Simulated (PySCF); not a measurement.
A structure optimised at PBE-D3(BJ)/def2-SVP, used in a PySCF frequency run:

```
O
Si 1 1.6947
H 2 1.5009 1 108.77
H 2 1.5009 3 110.17 1 -119.13
H 2 1.5009 3 110.17 4 -121.74
Zr 1 1.9062 3 146.87 2 180.00
H 6 1.8678 1 106.69 3 -60.00
H 6 1.8678 7 112.10 1 116.45
H 6 1.8678 7 112.10 1 -116.45
```
Charge 0, spin multiplicity 1.

### Question
Write its SMILES, formula and point group.

### Answer
[SiH3][O][ZrH3], H₆OSiZr, C3v

### Question
What are its rotational constants (standard atomic weights)?

### Answer
32.013, 1.4947, 1.4947 GHz
